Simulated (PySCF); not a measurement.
Atoms are numbered as in `[CH2:1]=[CH:2][CH2:3][C:4]1=[CH:5][CH2:6][CH:7]=[CH:8][CH2:9]1`; H(Xn) means a hydrogen on atom n. Ha(C1) is cis to C3; Hb(C1) is trans to C3.

GIAO PBE0/pcSseg-1 shifts (PySCF, gas phase, non-relativistic, equivalent atoms averaged), each against references optimised in the same way as the molecule (TMS).

On the GFN2-xTB geometry: C2 148.7, C4 140.3, C8 131.8, C7 130.5, C5 126.7, C1 122.6, C3 50.1, C9 32.2, C6 32.0, H(C8) 5.99, H(C7) 5.95, H(C2) 5.89, H(C5) 5.83, Ha(C1) 5.39, Hb(C1) 5.29, H(C6) 2.95, H(C3) 2.77, H(C9) 2.74 ppm.

What changes on the PBE0-D3(BJ)/def2-SVP geometry?

Results:


| atoms | δ (ppm) | change |
| --- | --- | --- |
| C2 | 148.2 | -0.5 |
| C4 | 140.4 | +0.1 |
| C8 | 132.6 | +0.8 |
| C7 | 131.4 | +0.9 |
| C5 | 128.1 | +1.4 |
| C1 | 124.3 | +1.7 |
| C3 | 48.4 | -1.7 |
| C9 | 30.9 | -1.3 |
| C6 | 30.8 | -1.2 |
| H(C8) | 5.84 | -0.15 |
| H(C7) | 5.80 | -0.15 |
| H(C2) | 5.78 | -0.11 |
| H(C5) | 5.66 | -0.17 |
| Ha(C1) | 5.35 | -0.04 |
| Hb(C1) | 5.30 | +0.01 |
| H(C6) | 2.83 | -0.12 |
| H(C3) | 2.65 | -0.12 |
| H(C9) | 2.58 | -0.16 |

Bonds between heavy atoms that differ most (equivalent bonds averaged): C4–C5 1.324 → 1.339 Å, C7–C8 1.320 → 1.335 Å, C1–C2 1.319 → 1.333 Å. Mean change of bonds to hydrogen: C–H +0.013 Å.
